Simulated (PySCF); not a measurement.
vanadium atom (V), quartet; PySCF with PBE0/6-31G*.

PySCF was given this input:
```python
from pyscf import gto, scf, dft

mol = gto.Mole()
mol.atom = '''
    V     0.00000000    0.00000000    0.00000000
'''
mol.basis = '6-31g*'
mol.spin = 3
mol.verbose = 4
mol.build()

mf = dft.UKS(mol)
mf.xc = 'pbe0'
mf.init_guess = 'atom'
mf.kernel()
mf.analyze()
```

What the program printed (banner, timings and long lists left out):

```
PySCF version 2.14.0

[INPUT] verbose = 4
[INPUT] num. atoms = 1
[INPUT] num. electrons = 23
[INPUT] charge = 0
[INPUT] spin (= nelec alpha-beta = 2S) = 3
[INPUT] symmetry False subgroup None
[INPUT] Mole.unit = angstrom
[INPUT] Symbol           X                Y                Z      unit          X                Y                Z       unit  Magmom
[...]
nuclear repulsion = 0
number of shells = 12
number of NR pGTOs = 97
number of NR cGTOs = 34
basis = 6-31g*
ecp = {}

******** <class 'pyscf.dft.uks.UKS'> ********
method = UKS
initial guess = atom
damping factor = 0
level_shift factor = 0
DIIS = <class 'pyscf.scf.diis.CDIIS'>
diis_start_cycle = 1
diis_space = 8
diis_damp = 0
SCF conv_tol = 1e-09
SCF conv_tol_grad = None
SCF max_cycles = 50
direct_scf = True
direct_scf_tol = 1e-13
number electrons alpha = 13  beta = 10
XC library pyscf.dft.libxc version 7.1.2
    S. Lehtola, C. Steigemann, M. J. T. Oliveira, and M. A. L. Marques,  SoftwareX 7, 1–5 (2018)
XC functionals = pbe0
    C. Adamo and V. Barone,  J. Chem. Phys. 110, 6158 (1999)
    M. Ernzerhof and G. E. Scuseria,  J. Chem. Phys. 110, 5029 (1999)
radial grids:
    Treutler-Ahlrichs [JCP 102, 346 (1995); DOI:10.1063/1.469408] (M4) radial grids

becke partition: Becke, JCP 88, 2547 (1988); DOI:10.1063/1.454033
pruning grids: <function nwchem_prune>
grids dens level: 3
symmetrized grids: False
atomic radii adjust function: <function treutler_atomic_radii_adjust>
small_rho_cutoff = 0
Set gradient conv threshold to 3.16228e-05
Spherically averaged atomic HF for {'V'}

******** <class 'pyscf.scf.atom_hf.AtomSphAverageRHF'> ********
method = AtomSphAverageRHF
initial guess = minao
damping factor = 0
level_shift factor = 0
DIIS = <class 'pyscf.scf.diis.CDIIS'>
diis_start_cycle = 1
diis_space = 8
diis_damp = 0
SCF conv_tol = 1e-09
SCF conv_tol_grad = None
SCF max_cycles = 50
direct_scf = True
direct_scf_tol = 1e-13
atom = V
Set gradient conv threshold to 3.16228e-05
Initial guess from minao.
init E= -941.914958115291
cycle= 1 E= -942.009074023525  delta_E= -0.0941  |g|=    0  |ddm|= 0.373
cycle= 2 E= -942.009504677448  delta_E= -0.000431  |g|=    0  |ddm|= 0.0314
cycle= 3 E= -942.009597130992  delta_E= -9.25e-05  |g|=    0  |ddm|= 0.0197
cycle= 4 E= -942.009598537067  delta_E= -1.41e-06  |g|=    0  |ddm|= 0.00842
cycle= 5 E= -942.009598567666  delta_E= -3.06e-08  |g|=    0  |ddm|= 0.00138
cycle= 6 E= -942.00959856767  delta_E= -3.18e-12  |g|=    0  |ddm|= 8.03e-06
Extra cycle  E= -942.009598567668  delta_E= 1.14e-12  |g|=    0  |ddm|= 9.66e-08
Atomic HF for atom  V  converged. SCF energy = -942.009598567668

tot grids = 20904
init E= -943.312367021114

cycle= 1 E= -943.572770921196  delta_E= -0.26  |g|= 0.103  |ddm|= 1.09
cycle= 2 E= -943.580594098852  delta_E= -0.00782  |g|= 0.0291  |ddm|= 0.23
cycle= 3 E= -943.582810091931  delta_E= -0.00222  |g|= 0.0183  |ddm|= 0.0791
cycle= 4 E= -943.584447841567  delta_E= -0.00164  |g|= 0.0161  |ddm|= 0.0663
cycle= 5 E= -943.587489590127  delta_E= -0.00304  |g|= 0.0104  |ddm|= 0.158
cycle= 6 E= -943.588528148993  delta_E= -0.00104  |g|= 0.00572  |ddm|= 0.0894
cycle= 7 E= -943.589007742315  delta_E= -0.00048  |g|= 0.00248  |ddm|= 0.0999
cycle= 8 E= -943.589010700563  delta_E= -2.96e-06  |g|= 0.0031  |ddm|= 0.00976
cycle= 9 E= -943.589022909102  delta_E= -1.22e-05  |g|= 0.00115  |ddm|= 0.0126
cycle= 10 E= -943.589025930424  delta_E= -3.02e-06  |g|= 0.000603  |ddm|= 0.00607
cycle= 11 E= -943.589026651565  delta_E= -7.21e-07  |g|= 0.000118  |ddm|= 0.00342
cycle= 12 E= -943.589026743862  delta_E= -9.23e-08  |g|= 7.38e-05  |ddm|= 0.000815
cycle= 13 E= -943.589026845462  delta_E= -1.02e-07  |g|= 7.05e-05  |ddm|= 0.000839
cycle= 14 E= -943.589026943435  delta_E= -9.8e-08  |g|= 6.83e-05  |ddm|= 0.000846
cycle= 15 E= -943.589027052041  delta_E= -1.09e-07  |g|= 6.76e-05  |ddm|= 0.000936
cycle= 16 E= -943.589027150712  delta_E= -9.87e-08  |g|= 6.75e-05  |ddm|= 0.000834
[...]
cycle= 26 E= -943.58901554097  delta_E= -3.42e-07  |g|= 0.000266  |ddm|= 0.00446
cycle= 27 E= -943.58901520674  delta_E= 3.34e-07  |g|= 0.000213  |ddm|= 0.00471
cycle= 28 E= -943.589014457685  delta_E= 7.49e-07  |g|= 0.000101  |ddm|= 0.011
cycle= 29 E= -943.589011651086  delta_E= 2.81e-06  |g|= 0.00073  |ddm|= 0.0447
cycle= 30 E= -943.589011873757  delta_E= -2.23e-07  |g|= 0.000636  |ddm|= 0.0029
cycle= 31 E= -943.589012467928  delta_E= -5.94e-07  |g|= 0.000289  |ddm|= 0.00777
cycle= 32 E= -943.589012313052  delta_E= 1.55e-07  |g|= 6.04e-05  |ddm|= 0.0058
cycle= 33 E= -943.589012218577  delta_E= 9.45e-08  |g|= 3.18e-05  |ddm|= 0.00286
cycle= 34 E= -943.58901218218  delta_E= 3.64e-08  |g|= 3.62e-05  |ddm|= 0.00156
cycle= 35 E= -943.589011953006  delta_E= 2.29e-07  |g|= 4.74e-05  |ddm|= 0.00674
cycle= 36 E= -943.589011667173  delta_E= 2.86e-07  |g|= 6.72e-05  |ddm|= 0.0108
cycle= 37 E= -943.589011740971  delta_E= -7.38e-08  |g|= 2.95e-05  |ddm|= 0.00219
cycle= 38 E= -943.589011570188  delta_E= 1.71e-07  |g|= 2.44e-05  |ddm|= 0.0089
cycle= 39 E= -943.589011502063  delta_E= 6.81e-08  |g|= 2.71e-05  |ddm|= 0.00614
cycle= 40 E= -943.589011476085  delta_E= 2.6e-08  |g|= 2.37e-05  |ddm|= 0.00317
cycle= 41 E= -943.589011420869  delta_E= 5.52e-08  |g|= 3.46e-05  |ddm|= 0.0124
cycle= 42 E= -943.589011432672  delta_E= -1.18e-08  |g|= 2.1e-05  |ddm|= 0.00159
cycle= 43 E= -943.589011440849  delta_E= -8.18e-09  |g|= 2.03e-05  |ddm|= 0.000826
cycle= 44 E= -943.589011441117  delta_E= -2.69e-10  |g|= 2.02e-05  |ddm|= 0.000134
Extra cycle  E= -943.589011444493  delta_E= -3.38e-09  |g|= 2.02e-05  |ddm|= 9.46e-05
converged SCF energy = -943.589011444493  <S^2> = 3.7549335  2S+1 = 4.002466
**** SCF Summaries ****
Total Energy =                        -943.589011444492598
Nuclear Repulsion Energy =               0.000000000000000
One-electron Energy =                -1294.546054262565576
Two-electron Energy =                  350.957042818073035
Two-electron Coulomb Energy =          395.984021509607430
DFT Exchange-Correlation Energy =      -45.026978691534410
**** MO energy ****
                             alpha | beta                alpha | beta
[...]
To work with the spin densities directly, `use mulliken_meta_spin()` only printing them here.

 ** Mulliken spin pop alpha/beta on meta-lowdin orthogonal AOs **
 ** Mulliken Spin Density (per AO)  **
spin_pop of  0 V 1s        0.00000
spin_pop of  0 V 2s        0.00000
spin_pop of  0 V 3s        0.00000
spin_pop of  0 V 4s       -0.01163
spin_pop of  0 V 5s        0.01162
spin_pop of  0 V 2px      -0.00000
spin_pop of  0 V 2py      -0.00000
spin_pop of  0 V 2pz      -0.00000
spin_pop of  0 V 3px      -0.00007
spin_pop of  0 V 3py      -0.00007
spin_pop of  0 V 3pz      -0.00007
spin_pop of  0 V 4px       0.00002
spin_pop of  0 V 4py       0.00002
spin_pop of  0 V 4pz       0.00002
spin_pop of  0 V 5px       0.00001
spin_pop of  0 V 5py       0.00001
spin_pop of  0 V 5pz       0.00001
spin_pop of  0 V 3dxy      0.99457
spin_pop of  0 V 3dyz      0.99554
spin_pop of  0 V 3dz^2     0.32649
spin_pop of  0 V 3dxz      0.56047
spin_pop of  0 V 3dx2-y2    0.10990
spin_pop of  0 V 4dxy      0.00433
spin_pop of  0 V 4dyz      0.00434
spin_pop of  0 V 4dz^2     0.00142
spin_pop of  0 V 4dxz      0.00244
spin_pop of  0 V 4dx2-y2    0.00048
spin_pop of  0 V 4f-3      0.00003
spin_pop of  0 V 4f-2      0.00000
spin_pop of  0 V 4f-1      0.00002
spin_pop of  0 V 4f+0      0.00003
spin_pop of  0 V 4f+1      0.00003
spin_pop of  0 V 4f+2      0.00002
spin_pop of  0 V 4f+3      0.00002
 ** Mulliken Spin Density (per atom)  **
spin density of  0 V =      3.00000
 ** Mulliken pop alpha/beta on meta-lowdin orthogonal AOs **
 ** Mulliken pop       alpha | beta **
[...]
In total            13.00000 | 10.00000
 ** Mulliken atomic charges   ( Nelec_alpha | Nelec_beta ) **
charge of  0V =      0.00000  (    13.00000     10.00000 )
Dipole moment(X, Y, Z, Debye):  0.00000, -0.00000, -0.00000
```
